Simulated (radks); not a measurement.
Species: Gd4+. Configuration: [Xe] 4f6 (the NIST ground configuration).

Calculated with a radial shooting solver on a logarithmic mesh with Libxc functionals: scalar-relativistic Kohn-Sham, PBEsol, spin-polarised, spherical densities, finite nucleus; open shells are filled with parallel spins first (spin-orbit coupling, left out, can overturn this in heavy ions); Fermi nuclear charge, rms radius 5.1569 fm.

Energy parts (eV):
| part | energy |
|---|---|
| total | -306500.20 |
| kinetic | 329055.26 |
| electron-nucleus | -745003.07 |
| Hartree | 116072.68 |
| exchange-correlation | -6625.07 |

Orbitals (lengths in bohr, moments of r in powers of bohr; r(90%) holds 90 % of the orbital's charge):
\begin{tabular}{lrrr}
orbital & occ. & eigenvalue (eV) & r(90%) \\ \hline
1s down & 1 & -50119.71 & 0.0396 \\
1s up & 1 & -50119.71 & 0.0396 \\
2s up & 1 & -8314.718 & 0.144 \\
2s down & 1 & -8314.651 & 0.144 \\
2p up & 3 & -7405.998 & 0.134 \\
2p down & 3 & -7405.951 & 0.134 \\
3s up & 1 & -1880.923 & 0.359 \\
3s down & 1 & -1878.425 & 0.358 \\
3p up & 3 & -1599.341 & 0.364 \\
3p down & 3 & -1596.858 & 0.363 \\
3d up & 5 & -1226.862 & 0.345 \\
3d down & 5 & -1224.947 & 0.344 \\
4s up & 1 & -417.7833 & 0.793 \\
4s down & 1 & -412.1787 & 0.793 \\
4p up & 3 & -324.7208 & 0.848 \\
4p down & 3 & -319.1738 & 0.849 \\
4d up & 5 & -195.8787 & 0.948 \\
4d down & 5 & -190.4180 & 0.951 \\
5s up & 1 & -92.2860 & 1.84 \\
5s down & 1 & -89.6130 & 1.86 \\
5p up & 3 & -68.0377 & 2.11 \\
5p down & 3 & -66.0483 & 2.14 \\
4f up & 6 & -55.5765 & 1.32 \\
4f down & 0 & -50.5930 & 1.37 \\
\end{tabular}

The highest occupied level is 4f up at -55.576 eV. Summed over all electrons, <r^2> = 31.96 bohr^2, which gives a Langevin (diamagnetic) susceptibility term of -25.3 x 10^-6 cm^3/mol.
